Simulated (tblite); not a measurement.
Compound: C₅H₈N₂O₂.
SMILES with atom numbers: `[CH2:1]=[C:2]([CH2:3][C:4]([NH2:5])=[O:6])[NH:7][CH:8]=[O:9]` (hydrogens: H10, H11 on C1; H12, H13 on C3; H14, H15 on N5; H16 on N7; H17 on C8)

Computed with GFN2-xTB (tblite), gas phase: Langevin dynamics at 400 K from the optimised GFN2-xTB geometry, time step 0.5 fs, friction 0.01 fs⁻¹, 2000 steps. Over the second half of the run the saved frames average 397 K.

The optimised geometry, where the run starts:
```
atom  x, y, z in Å
C1      0.509   -2.000    1.052
C2      0.433   -0.909    0.295
C3     -0.811   -0.539   -0.452
C4     -1.710    0.314    0.457
N5     -1.549    1.636    0.285
O6     -2.482   -0.176    1.249
N7      1.562   -0.070    0.204
C8      1.744    1.099   -0.443
O9      0.929    1.740   -1.065
H10    -0.331   -2.660    1.147
H11     1.395   -2.255    1.609
H12    -1.361   -1.450   -0.689
H13    -0.576    0.004   -1.364
H14    -0.833    1.992   -0.334
H15    -2.073    2.273    0.862
H16     2.360   -0.433    0.708
H17     2.788    1.447   -0.338
```

t = 250 fs, T = 216 K, E(pot) 0.791 eV above the start
```
atom  x, y, z in Å  |  force x, y, z in eV/Å
C1     -0.411   -1.687    1.369    0.278  -0.382  -0.876
C2     -0.143   -0.852    0.375    0.387   0.928  -0.692
C3     -1.247   -0.216   -0.470   -0.080   1.736   0.788
C4     -1.939    0.708    0.627    2.211   0.642   0.513
N5     -1.391    2.020    0.701   -0.787  -3.836  -1.620
O6     -2.554    0.225    1.553   -0.295   0.677  -0.852
N7      1.190   -0.402    0.193    0.460   0.253  -0.833
C8      1.748    0.364   -0.804   -2.055  -0.166   0.094
O9      1.131    0.973   -1.649   -0.318   0.133  -0.113
H10    -1.415   -2.008    1.434   -0.582  -0.291   0.473
H11     0.349   -2.220    1.903    0.048   0.146   0.315
H12    -1.996   -0.970   -0.745    0.466   0.348  -0.270
H13    -0.841    0.468   -1.297   -0.657  -1.453   1.017
H14    -0.905    2.383   -0.092    0.035   0.292  -0.020
H15    -1.739    2.534    1.441   -0.526   1.393   1.262
H16     1.855   -0.858    0.797    0.008  -0.068   0.166
H17     2.803    0.453   -0.835    1.407  -0.353   0.649
```

t = 325 fs, T = 382 K, E(pot) 0.913 eV above the start
```
atom  x, y, z in Å  |  force x, y, z in eV/Å
C1     -0.210   -1.923    1.218    0.751   0.337  -0.779
C2     -0.210   -0.853    0.426    0.941  -1.094  -0.491
C3     -1.335   -0.150   -0.182   -1.498   0.676   0.506
C4     -1.886    0.846    0.870   -1.410   0.643   0.482
N5     -1.355    2.098    0.858    2.138  -1.430  -3.195
O6     -2.823    0.578    1.607    1.068  -0.146  -0.483
N7      1.090   -0.503    0.022    1.321   0.358   0.581
C8      1.744    0.289   -0.852   -0.605   0.315  -0.073
O9      1.299    1.012   -1.691   -1.767   1.023  -1.226
H10    -1.033   -2.473    1.499   -1.658  -0.482   0.650
H11     0.723   -2.421    1.382    0.291  -0.078   0.456
H12    -2.206   -0.815   -0.397    0.809   0.304   0.020
H13    -0.989    0.377   -1.060   -0.108   0.104  -0.255
H14    -0.645    2.343    0.117   -0.974  -0.517   1.088
H15    -1.459    2.792    1.517   -0.720   1.170   1.619
H16     1.756   -0.948    0.632    0.163  -0.276   0.138
H17     2.810    0.331   -0.812    1.257  -0.908   0.960
```

t = 675 fs, T = 462 K, E(pot) 0.642 eV above the start
```
atom  x, y, z in Å  |  force x, y, z in eV/Å
C1     -0.176   -1.335    1.889   -0.669  -1.576   2.157
C2     -0.288   -0.640    0.799   -0.385   0.037  -0.546
C3     -1.586   -0.228    0.227    0.299   2.305   0.327
C4     -1.935    1.107    0.957   -0.037   0.323   0.902
N5     -1.778    2.240    0.241    0.145  -0.904  -1.019
O6     -2.296    1.105    2.122   -0.059  -0.027  -0.766
N7      0.947   -0.363    0.242    1.754   0.715  -1.849
C8      1.410    0.711   -0.445   -0.832   1.679  -0.296
O9      0.735    1.724   -0.687    1.310  -1.801   0.008
H10    -0.991   -1.590    2.535   -0.357  -0.100  -0.137
H11     0.758   -1.734    2.209    0.506   0.080   0.340
H12    -2.423   -0.855    0.411   -0.237  -0.890   0.329
H13    -1.528    0.023   -0.804    0.232  -0.076  -1.005
H14    -1.209    2.267   -0.613   -0.346  -0.121   0.650
H15    -2.114    3.106    0.592   -0.006   0.481   0.477
H16     1.655   -1.027    0.534   -0.008   0.083  -0.091
H17     2.518    0.665   -0.770   -1.313  -0.210   0.518
```

t = 900 fs
```
atom  x, y, z in Å
C1     -0.700   -1.564    1.864
C2     -0.576   -0.602    0.937
C3     -1.608    0.320    0.355
C4     -2.130    1.418    1.319
N5     -2.332    2.608    0.735
O6     -2.435    1.266    2.474
N7      0.738   -0.124    0.752
C8      1.089    1.097    0.322
O9      0.488    1.875   -0.353
H10    -1.631   -1.956    2.166
H11     0.170   -2.034    2.320
H12    -2.515   -0.276    0.138
H13    -1.307    0.785   -0.589
H14    -2.423    2.702   -0.235
H15    -2.599    3.370    1.406
H16     1.541   -0.630    1.054
H17     2.109    1.412    0.555
```

Problem. Estimate the potential energy and the forces of this last frame.

Solution. 0.733 eV above the start.

| atom | Fx (eV/Å) | Fy (eV/Å) | Fz (eV/Å) |
| --- | --- | --- | --- |
| C1 | 0.254 | 0.303 | -0.725 |
| C2 | 0.691 | 0.453 | 1.254 |
| C3 | -1.312 | -0.677 | -0.027 |
| C4 | -0.058 | -0.287 | -0.208 |
| N5 | -0.158 | 1.026 | 1.767 |
| O6 | 0.482 | -0.622 | 0.538 |
| N7 | 0.115 | 0.538 | -0.498 |
| C8 | 0.868 | 0.246 | -0.274 |
| O9 | -1.402 | 1.066 | -0.838 |
| H10 | -0.693 | -0.187 | 0.062 |
| H11 | -0.235 | 0.221 | -0.280 |
| H12 | 0.182 | 0.018 | 0.101 |
| H13 | 0.191 | -0.205 | 0.367 |
| H14 | 0.150 | 0.445 | -1.155 |
| H15 | 0.168 | -0.981 | -1.245 |
| H16 | 0.020 | -0.748 | 0.622 |
| H17 | 0.737 | -0.611 | 0.538 |

The bond farthest from its length at the start is N5–H15 (1.050 against 1.006 Å), and half the difference of its two atoms' forces along it is -1.73 eV/Å (positive lengthens). The largest atomic force is 2.05 eV/Å.

The cost below is that of the whole dynamics run. The run took 12 s on one thread of an Arm Neoverse V1, no GPU, shared host with 64 logical CPUs at a one-minute load of 24, and the process peaked at 0.18 GiB of memory.
